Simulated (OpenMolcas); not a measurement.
Nb3+ (d2) among equal point charges was computed by CASSCF with the d shell active (OpenMolcas, ANO-RCC-VDZP on the metal). Its lowest spin-free states, and all those of the highest spin:

| 2S+1 | Degeneracy | E (cm-1) |
| --- | --- | --- |
| 3 | 1 | 0.0 |
| 3 | 2 | 6332 |
| 1 | 1 | 9579 |
| 1 | 1 | 9705 |
| 3 | 2 | 15123 |
| 1 | 1 | 15169 |
| 1 | 2 | 16736 |
| 3 | 1 | 17142 |
| 1 | 2 | 23300 |
| 3 | 2 | 25037 |
| 1 | 1 | 28306 |
| 1 | 1 | 29081 |
| 3 | 1 | 32624 |
| 3 | 1 | 37432 |

Question: Is the site octahedral, tetrahedral or cube-like, axial, or of lower symmetry?

Answer: The states with 2S+1 = 3 have orbital degeneracies 1, 2, 2, 1, 2, 1, 1. There are pairs but no triples, so the site is axial: not cubic, but with a proper or improper axis of order three or more. The run had Nb3+ among 5 point charges of -2 e arranged as a square pyramid (C4v), 2.07 Å from the ion, with the axial distance 1.925 Å. The active orbitals were held to one l.

Without dynamic correlation the repulsion within the d shell is too large (B by tens of per cent), so at a given field states of lower spin stand too high. Point charges carry no covalency, so the field is a model and not that of real ligands. An unlabelled pair can be two single states that coincide in this model. No measured value stands beside these numbers.
